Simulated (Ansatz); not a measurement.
C7H7F (`Cc1ccc(F)cc1`): measurement beside calculation (Ansatz, PBE0-D4/def2-TZVP geometry).

Z-matrix (Å, degrees):
```
C
C 1 1.499
H 1 1.092 2 111.4
H 1 1.094 2 111.1 3 119.6
H 1 1.092 2 111.4 3 -120.7
C 2 1.392 1 121.0 3 151.2
C 2 1.392 1 121.0 3 -29.9
C 6 1.386 2 121.5 1 178.6
H 6 1.085 2 119.4 1 -1.6
C 7 1.386 2 121.5 1 -178.6
H 7 1.085 2 119.4 1 1.6
C 8 1.380 6 118.6 2 0.1
H 8 1.083 6 121.7 2 179.8
H 10 1.083 7 121.7 2 -179.8
F 12 1.341 8 119.1 6 179.8
```

Measured: 1157 cm⁻¹ (D7 fundamental, S0 state, dispersed fluorescence); 843 cm⁻¹ (D9 fundamental, S0 state, dispersed fluorescence); 453 cm⁻¹ (D11 fundamental, S0 state, dispersed fluorescence); 426 cm⁻¹ (D29 fundamental, S0 state, dispersed fluorescence). Source: Direct observation of vibrational energy dispersal via methyl torsions, 2018 (pmc:5897844).

Harmonic PBE0-D4 wavenumbers (cm⁻¹, unscaled): 26, 146, 309, 342, 425, 430, 461, 516, 651, 718, 749, 833, 842, 866, 945, 960, 1005, 1037, 1059, 1124, 1180, 1245, 1283, 1321, 1359, 1408, 1448, 1480, 1491, 1561, 1663, 1681, 3047, 3110, 3137, 3187, 3188, 3220, 3221. Fundamentals include anharmonicity and usually lie a few per cent under these; harmonic values from spectra compare directly.
